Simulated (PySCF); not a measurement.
Radial density of Tl⁺ (thallium, charge +1)

HSE06, [Xe] 4f14 5d9 6s2 6p1, one real determinant (an excited configuration). Calculation: PySCF 2.14, in x2c-TZVPPall with one added diffuse shell each of s, p, d, f type (12s8p7d4f, 99 functions); scalar relativity by spin-free X2C-1e.

```tsv
r (bohr)	4πr²ρ (e/bohr)	4πr²(ρα − ρβ)
0.0130	112.4	0.0019
0.0218	99.45	0.0065
0.0366	135.3	0.0168
0.0616	143.5	0.0513
0.104	123.9	0.1124
0.174	124.6	0.0064
0.293	84.85	0.2111
0.493	65.81	0.0173
0.830	24.73	0.7007
1.40	10.82	0.7997
2.35	2.517	0.5123
3.95	0.3456	0.2038
6.64	0.009358	0.0083
```

Densities and radii are taken from the X2C orbitals without a picture-change correction, which distorts them close to the nucleus.

⟨L²⟩ = 8.00 against 12 for a pure F term, so this real determinant mixes terms. Spin-orbit coupling, absent here, splits the open shell strongly.
